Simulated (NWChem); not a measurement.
# SnH2O, singlet; SMILES [OH][SnH]

```xyz
4

Sn     0.0344    -0.3016     0.0000
H     -1.7676    -0.3789     0.0000
O      0.0958     1.6988     0.0000
H     -0.7755     2.1120     0.0000
```
Atoms are numbered in this order, from 1.

Level: PBE0/def2-SVP with def2 effective core potentials on Sn (NWChem), optimised geometry, unscaled harmonic frequencies. Low-valent species are run as closed-shell singlets; no triplet was tried in these runs. def2 effective core potentials on Sn; no spin-orbit coupling.

Task: List the harmonic frequencies with IR intensities, and the thermochemistry.

Result: 
```json
[
 {"frequency (cm⁻¹)": "538", "IR intensity (km/mol)": "163.2"},
 {"frequency (cm⁻¹)": "565", "IR intensity (km/mol)": "110.0"},
 {"frequency (cm⁻¹)": "608", "IR intensity (km/mol)": "57.3"},
 {"frequency (cm⁻¹)": "813", "IR intensity (km/mol)": "25.8"},
 {"frequency (cm⁻¹)": "1658", "IR intensity (km/mol)": "556.9"},
 {"frequency (cm⁻¹)": "3892", "IR intensity (km/mol)": "69.8"}
]
```

| Quantity | Value |
|---|---|
| zero-point energy | 11.5 kcal/mol |
| thermal correction to the enthalpy at 298.15 K (with zero-point energy) | 14.3 kcal/mol |
| heat capacity Cv | 9.9 cal/(mol K) |
| entropy at 298.15 K and 1 atm (symmetry number 1) | 63.5 cal/(mol K) |

Rigid rotor and harmonic oscillator.
